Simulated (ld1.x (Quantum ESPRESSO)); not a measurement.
**Which setting gave this result? (Li, TM)**

Base potential:

```json
{
 "Element": "lithium (Li)",
 "Generator": "ld1.x (Quantum ESPRESSO) 7.5",
 "Type": "norm-conserving Troullier–Martins (Kleinman–Bylander form)",
 "Functional": "Wu–Cohen",
 "Relativity": "non-relativistic",
 "Frozen core": "[He]",
 "Valence charge": "1",
 "Reference configuration": "2s1 2p0",
 "Partial waves": "2s (bound): rc 2.70 bohr; 3d channel at -0.15 Ry: rc 3.50 bohr; 2p (bound, empty): rc 4.20 bohr",
 "Local potential": "the p channel",
 "Core correction": "none"
}
```

Cutoffs, loose and tight: the cutoffs (Ry, on a coarse ladder) from which the occupation-weighted sum of valence levels, in a spherical-Bessel basis at the reference potential, stays within 10 and 1 mRy of its value at 400 Ry. They do not see the model core or the augmentation charge, which bear on the density cutoff. Test errors are all-electron minus pseudo excitation energies from the reference, over the configurations 2s0.5 2p0; 2s0 2p1; variants that change the core or the reference have their own tests.

Only the scale of all radii (base = 1) is moved:

| scale of all radii (base = 1) | cutoff, loose | cutoff, tight | bound ghosts | largest test error (meV) | median size of the test errors |
| --- | --- | --- | --- | --- | --- |
| 0.75 | 6 Ry | 6 Ry | none | +3.2 | 2.3 meV |
| 0.9 | 6 Ry | 6 Ry | none | +3.2 | 2.8 meV |
| 1.02 | 6 Ry | 6 Ry | none | -3.5 | 3.3 meV |
| 1.26 | 6 Ry | 6 Ry | none | -9.9 | 6.0 meV |
| 1.36 | 6 Ry | 6 Ry | none | -12 | 7.0 meV |

Problem. One more run gave cutoff, loose: 6 Ry; cutoff, tight: 6 Ry; bound ghosts: none; largest test error (meV): -5.4; median size of the test errors: 4.1 meV. Which value of the scale of all radii (base = 1) was used?

Solution. 1.12. The median size of the test errors moves one way along this sweep, from 2.3 meV at 0.75 to 7.0 meV at 1.36, which places the run between 1.02 and 1.26.
